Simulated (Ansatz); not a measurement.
The same substitution along the group O, S, Se.

Isolated molecules relaxed with PBE0-D4/def2-TZVP in Ansatz; ΔE leaves out vibrations. CCSD(T)/CBS is the MP2 limit (def2-TZVPP, def2-QZVPP) plus CCSD(T) − MP2 in def2-TZVPP, frozen cores. This one scheme is used for every species. Double bonds are as drawn, so ΔE can hold a change between cis and trans. For Se outer-core shells are correlated without core-valence functions, which leaves a few kJ/mol of doubt a bond. Scalar relativity is left out up to krypton. One conformer a species, not always the lowest.

```
                                  reaction  CCSD/CBS(def2) (kJ/mol)  CCSD(T)/CBS(def2) (kJ/mol)
     `C/N=C/O` + CH₃NH₂ → `C/N=C/NC` + H₂O                      -24                         -26
     `C/N=C/S` + CH₃NH₂ → `C/N=C/NC` + H₂S                      -37                         -36
`C/N=C/[SeH]` + CH₃NH₂ → `C/N=C/NC` + H₂Se                      -37                         -36
```

Largest T1 diagnostic: 0.013, for `C/N=C/O`.
